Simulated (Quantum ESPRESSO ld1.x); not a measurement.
Values are calculated unless marked as measured or tabulated.
ld1.x (Quantum ESPRESSO 7.5) input

```
 &input
    atom='Cu',
    iswitch=1,
    rel=0,
    lsd=1,
    dft='SLA-VWN',
    config='[Ne] 3p6 3d10 4s2',
    prefix='ld1',
    max_out_wfc=37,
    file_charge='ld1.rho',
 /
```

Command: `OMP_NUM_THREADS=1 ld1.x < ld1.in > ld1.out`

Output (excerpt):

```
     Program LD1 v.7.5 starts

     --------------------------- All-electron run ----------------------------

     atomic number is 29.00
     dft =SLA-VWN   lsd =1 sic =0 latt =0  beta=0.20 tr2=1.0E-14
     Exchange-correlation= SLA-VWN
                           (   1   2   0   0   0   0   0)
     mesh =1873 r(mesh) = 100.35402 a.u. xmin = -7.00 dx = 0.00800
     1 Ry =  13.60569312 eV

     n l     nl                  e(Ry)          e(Ha)          e(eV)
     1 0     1S 1( 1.00)      -643.9746      -321.9873     -8761.7210
     2 0     2S 1( 1.00)       -78.2610       -39.1305     -1064.7945
     2 1     2P 1( 3.00)       -68.9791       -34.4896      -938.5090
     3 1     3P 1( 3.00)        -6.9934        -3.4967       -95.1506
     3 2     3D 1( 5.00)        -2.0404        -1.0202       -27.7607
     4 0     4S 1( 1.00)        -1.1539        -0.5769       -15.6990
     1 0     1S 2( 1.00)      -643.9746      -321.9873     -8761.7210
     2 0     2S 2( 1.00)       -78.2610       -39.1305     -1064.7945
     2 1     2P 2( 3.00)       -68.9791       -34.4896      -938.5090
     3 1     3P 2( 3.00)        -6.9934        -3.4967       -95.1506
     3 2     3D 2( 5.00)        -2.0404        -1.0202       -27.7607
     4 0     4S 2( 1.00)        -1.1539        -0.5769       -15.6990

     final scf error:  5.6E-15 reached in  29 iterations

     Etot =   -3258.379177 Ry,   -1629.189589 Ha,  -44332.507165 eV
     Total magnetization:    0.00 Bohr mag.

     Ekin =    3254.870677 Ry,    1627.435338 Ha,   44284.771584 eV
     Encl =   -7763.202170 Ry,   -3881.601085 Ha, -105623.746371 eV
     Eh   =    1376.311245 Ry,     688.155622 Ha,   18725.668435 eV
     Exc  =    -126.358929 Ry,     -63.179465 Ha,   -1719.200813 eV
```

Run on one thread of a shared host, so times are rough (Intel(R) Xeon(R) Processor @ 2.60GHz): 0.59 s of CPU time, 0.61 s wall, 29 iterations on 1873 mesh points.
